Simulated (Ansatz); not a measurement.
`[GaH2][CH]1BO1` + `[SiH3][GeH3]` → `[SiH3][GeH2][GaH2]` + `B1CO1` at 700 K and 1 bar (formal exchange of groups at a Ga–C bond).

Computed with Ansatz on PBE0-D4/def2-TZVP structures; ΔE is electronic, products minus reactants. CCSD(T)/CBS is the MP2 limit (def2-TZVPP, def2-QZVPP) plus CCSD(T) − MP2 in def2-TZVPP, frozen cores. For Ga, Ge outer-core shells are correlated without core-valence functions, which leaves a few kJ/mol of doubt a bond. Scalar relativity is left out up to krypton.

| species | CCSD(T)/CBS energy (Eh) | H − E (kJ/mol) | S (J/(mol·K)) |
| --- | --- | --- | --- |
| `[GaH2][CH]1BO1` | -2064.32562 | 181.7 | 409.9 |
| `[SiH3][GeH3]` | -2368.78170 | 184.9 | 383.3 |
| `[SiH3][GeH2][GaH2]` | -4293.32361 | 224.8 | 506.9 |
| `B1CO1` | -139.80191 | 150.0 | 304.8 |

H − E and S are ideal-gas, rigid-rotor, harmonic terms from PBE0-D4/def2-TZVP, for one conformer and one mirror image of each species. 1 Eh = 2625.50 kJ/mol, R = 8.31446 J/(mol·K).

Problem. By hand: ΔE, ΔH, ΔS and ΔG.

Solution. ΔE = (-4293.32361) + (-139.80191) − (-2064.32562) − (-2368.78170) = -0.01820 Eh = -47.8 kJ/mol. Δ(H − E) = 224.8 + 150.0 − 181.7 − 184.9 = 8.2, so ΔH = -39.6 kJ/mol. ΔS = 506.9 + 304.8 − 409.9 − 383.3 = 18.5 J/(mol·K). ΔG = -39.6 − 700 × (18.5)/1000 = -52.5 kJ/mol.

Problem. By hand: the equilibrium constant, and the temperature at which ΔG would vanish if ΔH and ΔS stayed fixed.

Solution. log₁₀ K = −ΔG/(RT ln 10) = 3.9. ΔH and −TΔS have one sign here, so there is no such temperature.

ΔH outweighs TΔS. A doubt of 5 kJ/mol in ΔE shifts log₁₀ K by 0.4 here. Other conformers and mirror images would add mixing entropy, several J/(mol·K) or more a flexible species. These are equilibria of isolated gas molecules and say nothing of rates. Largest T1 diagnostic: 0.016 (customary marks: 0.02 for closed shells, 0.045 for open ones).
